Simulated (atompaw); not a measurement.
## Before and after: PAW (atompaw) potential for lanthanum

```
Element                 : La
Generator               : atompaw 4.2.0.5
Type                    : PAW
Functional              : PBE
Relativity              : scalar-relativistic
Frozen core             : [Kr] 4d10
Valence charge          : 11
Reference configuration : 4f0 5s2 5p6 5d1 6s0 6p0 (charge +2)
Partial waves           : 5s (bound); 6s (bound, empty); 5p (bound); 6p (bound, empty); 5d (bound); 5d channel at 0.7 Ry; 4f (bound, empty); 4f channel at 0.05 Ry
Local potential         : bessel scheme, radius 2.30 bohr
Core correction         : smooth core density matched at 2.20 bohr
Augmentation charge     : sinc compensation charge, radius 2.55 bohr; PAW radius 3.00 bohr; waves and projectors: bloechl
```

All-electron outer shells of the reference configuration (PBE, scalar-relativistic, ld1.x):

```
shell  level (eV)  outermost node (bohr)  outermost maximum (bohr)
   4p     -212.73                   0.34                      0.63
   4d     -116.57                   0.32                      0.68
   5s      -51.52                   0.77                      1.41
   5p      -34.92                   0.83                      1.58
   4f      -16.97                      –                      0.75
   5d      -14.70                   0.95                      2.13
   6s      -13.52                   1.84                      3.43
   6p       -9.95                   2.13                      4.13
```

Change: waves 5s (bound): rc 2.45 bohr; 6s (bound): rc 3.00 bohr; 5p (bound): rc 2.50 bohr; 6p (bound): rc 3.00 bohr; 5d (bound): rc 3.00 bohr; 5d channel at 0.7 Ry: rc 3.00 bohr; 4f (bound): rc 2.05 bohr; 4f channel at 0.05 Ry: rc 2.05 bohr; augmentation sinc compensation charge, radius 2.55 bohr; PAW radius 3.00 bohr; waves and projectors: custom polynom2 7 10 vanderbiltortho.

Cutoffs: the cutoffs (Ry, on a coarse ladder) from which the occupation-weighted sum of valence levels, in a spherical-Bessel basis at the reference potential, stays within 10 and 1 mRy of its value at 400 Ry; they do not see the model core or the augmentation charge, which bear on the density cutoff.

Task: What does the change do?

Result: The potential gets harder (15 Ry and 18 Ry → 30 Ry and 70 Ry); the range in which the s phases agree narrows (upper end 2.8 → -0.8); the range in which the p phases agree narrows (upper end 4.9 → -0.4); neither file shows a bound ghost.

```tsv
quantity	base	changed
cutoff, loose	15 Ry	30 Ry
cutoff, tight	18 Ry	70 Ry
loose cutoff by channel (10 mRy a level)	s 8 Ry, p 10 Ry, d 10 Ry	s 10 Ry, p 15 Ry, d 10 Ry
bound ghosts	none	none
s: phases at 3.00 bohr within 0.05 rad from the reference energy up to (Ry; the scan ends near 5)	2.8	-0.8
p: phases at 3.00 bohr within 0.05 rad from the reference energy up to (Ry; the scan ends near 5)	4.9	-0.4
d: phases at 3.00 bohr within 0.05 rad from the reference energy up to (Ry; the scan ends near 5)	to the end of the scan	1.9
f: phases at 3.00 bohr within 0.05 rad from the reference energy up to (Ry; the scan ends near 5)	2.9	3.0
lowest overlap eigenvalue by channel	s 0.41, p 0.61, d 0.84, f 1.00	s 0.50, p 0.61, d 0.86, f 0.98
```

 The cutoffs see the waves, projectors and local potential, not the compensation charge or the core.
